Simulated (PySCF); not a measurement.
Rows and methods have been separated. Pair them.

C2H5F3OSi.
Z-matrix (Å and degrees, PBE0-D3(BJ)/def2-SVP geometry), rows numbered from 1:
```
C 
O   1  1.4020
Si  2  1.6503  1  126.73
C   3  1.9247  2  105.17  1   176.27
F   4  1.3389  3  112.81  2    63.11
F   4  1.3385  3  112.26  2   -58.42
F   4  1.3450  3  109.54  2  -177.50
H   1  1.0996  2  108.53  3   179.54
H   1  1.1049  2  111.83  3   -61.35
H   1  1.1050  2  111.96  3    60.40
H   3  1.4914  2  112.46  1    59.38
H   3  1.4910  2  112.75  1   -66.48
```

The closed-shell ground state was solved 3 times with PySCF (density fitting, gas phase), always with PBE0, in these basis sets: 6-31G, STO-3G and pcSseg-1.

```tsv
row	total energy (Eh)	HOMO (eV)	LUMO (eV)	dipole (D)
P	-733.2605	-4.35	6.51	1.93
Q	-742.8648	-8.63	0.10	3.38
R	-742.7106	-8.33	0.12	3.73
```

Which basis belongs to which row?

P = STO-3G, Q = pcSseg-1, R = 6-31G. From the lowest total energy up: pcSseg-1 (151 functions) 0 eV; 6-31G (77 functions) +4.20 eV; STO-3G (44 functions) +261.35 eV.

One conformer stands for the species.
